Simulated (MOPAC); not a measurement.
MOPAC input (PM6):

```
PM6 FORCE THERMO(298,298) PRECISE LET CHARGE=-1 GEO-OK AUX(PRECISION=9) THREADS=1
C4H4N

C    -1.84698291 1    0.38890438 1    0.10611088 1
C    -1.07871087 1   -0.52319256 1    0.68569309 1
C     0.36685247 1   -0.76010077 1    0.54657695 1
C     1.14511458 1    0.10800772 1   -0.35600439 1
N     1.72883109 1    0.80911458 1   -1.07454730 1
H    -2.89897051 1    0.43672738 1    0.31091715 1
H    -1.51925843 1    1.13777909 1   -0.59258367 1
H     0.50069518 1   -1.81255180 1    0.20908724 1
H     0.81542548 1   -0.68708872 1    1.56288918 1
```

From the output:

```
     H    9   0.015974   0.431572   4.197445

          HEAT OF FORMATION =      61.160074 KCALS/MOLE

          ZERO POINT ENERGY      40.418 KCAL/MOL

           NORMAL COORDINATE ANALYSIS (Total motion = 1 Angstrom)

   Root No.       1         2         3         4         5         6         7         8

                 1 A'      1 A"      2 A'      2 A"      3 A"      3 A'      4 A'      4 A"

                 143.1     150.7     325.5     389.5     553.2     590.6     874.6     891.5

           1    0.0145    0.0000   -0.0493    0.0000   -0.0000   -0.0039   -0.0332    0.0000
           2    0.1431   -0.0000   -0.0518   -0.0000    0.0000   -0.0211    0.0153   -0.0000
           3   -0.0000   -0.0517   -0.0000   -0.0126    0.0124   -0.0000   -0.0000   -0.0151
           4    0.0154   -0.0000   -0.0522    0.0000    0.0000   -0.0008   -0.0238    0.0000
           5    0.0042    0.0000    0.1280    0.0000   -0.0000   -0.1315   -0.0691   -0.0000
           6    0.0000    0.1151   -0.0000    0.0052   -0.0397    0.0000    0.0000   -0.0541
           7    0.0639    0.0000    0.0512    0.0000    0.0000   -0.0541   -0.0196   -0.0000
           8   -0.0182   -0.0000   -0.0133   -0.0000   -0.0000    0.0065    0.2582    0.0000
           9    0.0000   -0.0466    0.0000   -0.0071   -0.0152    0.0000   -0.0000    0.1068
          10    0.0125   -0.0000    0.1109   -0.0000   -0.0000    0.1584    0.0468    0.0000
          11   -0.0473   -0.0000    0.0247    0.0000    0.0000    0.1163   -0.0767   -0.0000
          12    0.0000   -0.0215    0.0000    0.1501    0.0426    0.0000    0.0000   -0.0512
          13   -0.1011   -0.0000   -0.0527    0.0000    0.0000   -0.0741    0.0405   -0.0000
          14   -0.0959    0.0000   -0.0466   -0.0000   -0.0000    0.0235   -0.1013    0.0000
          15    0.0000    0.0390   -0.0000   -0.0869   -0.0136   -0.0000    0.0000    0.0117
          16   -0.0849   -0.0000    0.0984    0.0000   -0.0000   -0.1510    0.0744   -0.0000
          17    0.2039    0.0000   -0.1458   -0.0000    0.0000    0.0767   -0.0647    0.0000
          18   -0.0000    0.0678    0.0000   -0.0886    0.3726   -0.0000    0.0000    0.2152
          19    0.1054    0.0000   -0.1858   -0.0000    0.0000    0.1350   -0.1766    0.0000
          20    0.2092   -0.0000   -0.1501    0.0000   -0.0000    0.0815   -0.1133   -0.0000
          21   -0.0000   -0.2989   -0.0000    0.0520   -0.2806   -0.0000    0.0000   -0.0019
          22    0.0587   -0.1184    0.0483   -0.2106    0.0842   -0.0705   -0.0534   -0.2465
          23   -0.0284   -0.0454   -0.0498    0.1014    0.0553   -0.0646    0.0316   -0.0427
          24    0.0015   -0.1275    0.0011   -0.1861    0.0479   -0.0013    0.0012   -0.1069
          25    0.0587    0.1184    0.0483    0.2106   -0.0842   -0.0705   -0.0534    0.2465
          26   -0.0284    0.0454   -0.0498   -0.1014   -0.0553   -0.0646    0.0316    0.0427
          27   -0.0015   -0.1275   -0.0011   -0.1861    0.0479    0.0013   -0.0012   -0.1069

   Root No.       9        10        11        12        13        14        15        16

                 5 A'      5 A"      6 A'      6 A"      7 A'      8 A'      9 A'     10 A'

                 972.3     978.8     996.4    1132.8    1178.1    1244.5    1344.9    2298.0

           1   -0.0567    0.0000    0.0108    0.0000   -0.0096    0.0061   -0.0362   -0.0049
           2   -0.0534   -0.0000   -0.0705   -0.0000    0.0080   -0.0000   -0.0033    0.0021
           3    0.0000   -0.0894    0.0000    0.0048   -0.0000    0.0000   -0.0000    0.0000
           4   -0.0475   -0.0000    0.0072    0.0000   -0.0068    0.0045   -0.0350   -0.0002
           5   -0.0479    0.0000    0.0723   -0.0000   -0.0154    0.0078   -0.0102   -0.0124
           6    0.0000    0.0370   -0.0000   -0.0254   -0.0000   -0.0000   -0.0000   -0.0000
           7    0.1382    0.0000   -0.0413    0.0000   -0.0371   -0.0505    0.0135    0.0304
           8    0.0331   -0.0000    0.0263    0.0000   -0.0281    0.0195    0.0052   -0.0163
           9    0.0000   -0.0212   -0.0000   -0.0213   -0.0000   -0.0000    0.0000   -0.0000
          10   -0.0351   -0.0000    0.0107   -0.0000    0.0237   -0.0078   -0.0002   -0.1580
          11    0.0106    0.0000   -0.0218    0.0000    0.0010   -0.0011   -0.0004    0.3639
          12   -0.0000    0.0113    0.0000    0.0468    0.0000   -0.0000    0.0000   -0.0000
          13   -0.0059    0.0000    0.0138   -0.0000    0.0046   -0.0023    0.0003    0.1206
          14    0.0370   -0.0000   -0.0339   -0.0000   -0.0192    0.0071    0.0001   -0.2804
          15   -0.0000   -0.0025    0.0000   -0.0075    0.0000    0.0000   -0.0000    0.0000
          16   -0.2520   -0.0000   -0.2691    0.0000   -0.0070    0.0304    0.3463   -0.0003
          17    0.0762    0.0000    0.1375   -0.0000   -0.0002   -0.0116   -0.2273   -0.0101
          18   -0.0000    0.3297   -0.0000    0.0047   -0.0000    0.0000    0.0000    0.0000
          19    0.0466   -0.0000    0.2890    0.0000   -0.0562    0.0367    0.3356   -0.0081
          20    0.0397    0.0000    0.1708   -0.0000   -0.0264    0.0207    0.2504    0.0001
          21   -0.0000    0.3973    0.0000   -0.0176   -0.0000    0.0000   -0.0000    0.0000
          22    0.1501    0.0485   -0.0306   -0.0190    0.1765    0.2668    0.0022   -0.0427
          23    0.0287   -0.0117    0.0438   -0.4345    0.3526   -0.2098    0.0390   -0.0563
          24    0.0356    0.0250   -0.0082    0.0292    0.0958    0.2481   -0.0063    0.0892
          25    0.1501   -0.0485   -0.0306    0.0190    0.1765    0.2668    0.0022   -0.0427
          26    0.0287    0.0117    0.0438    0.4345    0.3526   -0.2098    0.0390   -0.0563
          27   -0.0356    0.0250    0.0082    0.0292   -0.0958   -0.2481    0.0063   -0.0892

   Root No.      17        18        19        20        21

                 7 A"     11 A'     12 A'     13 A'     14 A'

                2672.9    2703.8    2729.3    2762.1    3340.3

           1    0.0000   -0.0001   -0.0065   -0.0015    0.2940
           2   -0.0000   -0.0460    0.0129   -0.0259    0.0017
           3   -0.0001    0.0000   -0.0000   -0.0000    0.0000
           4    0.0000    0.0229    0.0062   -0.0327   -0.2884
           5   -0.0000   -0.0041   -0.0021   -0.0035   -0.0118
           6   -0.0031    0.0000    0.0000    0.0000   -0.0000
           7    0.0000   -0.0070   -0.0287   -0.0062    0.0045
           8   -0.0000    0.0014    0.0059    0.0017    0.0082
           9   -0.0540    0.0000    0.0000    0.0000    0.0000
          10   -0.0000   -0.0009   -0.0055   -0.0019   -0.0014
          11    0.0000    0.0021    0.0098    0.0035    0.0029
          12   -0.0032    0.0000   -0.0000    0.0000    0.0000
          13   -0.0000    0.0004    0.0021    0.0007    0.0007
          14   -0.0000   -0.0010   -0.0050   -0.0017   -0.0013
          15   -0.0001   -0.0000   -0.0000   -0.0000   -0.0000
          16    0.0000    0.1021   -0.0784    0.2956   -0.0842
          17   -0.0000    0.1036   -0.1194    0.4754   -0.1362
          18    0.0001   -0.0000   -0.0000   -0.0000   -0.0000
          19    0.0000   -0.3747    0.0402    0.0803   -0.0912
          20   -0.0000    0.4876   -0.0423   -0.1468    0.1261
          21    0.0001   -0.0000   -0.0000    0.0000   -0.0000
          22   -0.2965    0.0448    0.2100    0.0593    0.0305
          23    0.0520   -0.0114   -0.0416   -0.0081    0.0078
          24    0.3605   -0.0651   -0.2967   -0.0812   -0.0304
          25    0.2965    0.0448    0.2100    0.0593    0.0305
          26   -0.0520   -0.0114   -0.0416   -0.0081    0.0078
          27    0.3605    0.0651    0.2967    0.0812    0.0304

           MASS-WEIGHTED COORDINATE ANALYSIS (NORMAL COORDINATES)

   Root No.       1         2         3         4         5         6         7         8

                 1 A'      1 A"      2 A'      2 A"      3 A"      3 A'      4 A'      4 A"

                 143.1     150.7     325.5     389.5     553.2     590.6     874.6     891.5

           1    0.0595    0.0000   -0.2124    0.0000   -0.0000   -0.0143   -0.1045    0.0000
           2    0.5853   -0.0000   -0.2230   -0.0000    0.0000   -0.0784    0.0482   -0.0000
           3   -0.0000   -0.2818   -0.0000   -0.0579    0.0795   -0.0000   -0.0000   -0.0825
           4    0.0632   -0.0000   -0.2248    0.0000    0.0000   -0.0029   -0.0749    0.0000
           5    0.0172    0.0000    0.5512    0.0000   -0.0000   -0.4888   -0.2176   -0.0000
           6    0.0000    0.6275   -0.0000    0.0239   -0.2544    0.0000    0.0000   -0.2948
           7    0.2611    0.0000    0.2207    0.0000    0.0000   -0.2011   -0.0616   -0.0000
           8   -0.0743   -0.0000   -0.0574   -0.0000   -0.0000    0.0240    0.8132    0.0000
           9    0.0000   -0.2539    0.0000   -0.0326   -0.0974    0.0000   -0.0000    0.5822
          10    0.0511   -0.0000    0.4779   -0.0000   -0.0000    0.5885    0.1474    0.0000
          11   -0.1932   -0.0000    0.1063    0.0000    0.0000    0.4323   -0.2416   -0.0000
          12    0.0000   -0.1171    0.0000    0.6892    0.2732    0.0000    0.0000   -0.2790
          13   -0.4465   -0.0000   -0.2451    0.0000    0.0000   -0.2973    0.1378   -0.0000
          14   -0.4234    0.0000   -0.2168   -0.0000   -0.0000    0.0943   -0.3443    0.0000
          15    0.0000    0.2295   -0.0000   -0.4307   -0.0944   -0.0000    0.0000    0.0688
          16   -0.1005   -0.0000    0.1228    0.0000   -0.0000   -0.1625    0.0678   -0.0000
          17    0.2415    0.0000   -0.1820   -0.0000    0.0000    0.0826   -0.0590    0.0000
          18   -0.0000    0.1071    0.0000   -0.1178    0.6918   -0.0000    0.0000    0.3399
          19    0.1248    0.0000   -0.2318   -0.0000    0.0000    0.1453   -0.1611    0.0000
          20    0.2478   -0.0000   -0.1873    0.0000   -0.0000    0.0877   -0.1033   -0.0000
          21   -0.0000   -0.4722   -0.0000    0.0691   -0.5210   -0.0000    0.0000   -0.0030
          22    0.0695   -0.1870    0.0603   -0.2801    0.1564   -0.0759   -0.0487   -0.3893
          23   -0.0337   -0.0717   -0.0621    0.1349    0.1027   -0.0695    0.0288   -0.0675
          24    0.0018   -0.2015    0.0013   -0.2474    0.0890   -0.0014    0.0011   -0.1688
          25    0.0695    0.1870    0.0603    0.2801   -0.1564   -0.0759   -0.0487    0.3893
          26   -0.0337    0.0717   -0.0621   -0.1349   -0.1027   -0.0695    0.0288    0.0675
          27   -0.0018   -0.2015   -0.0013   -0.2474    0.0890    0.0014   -0.0011   -0.1688

   Root No.       9        10        11        12        13        14        15        16

                 5 A'      5 A"      6 A'      6 A"      7 A'      8 A'      9 A'     10 A'
```

The dipole moment of an ion depends on the origin.
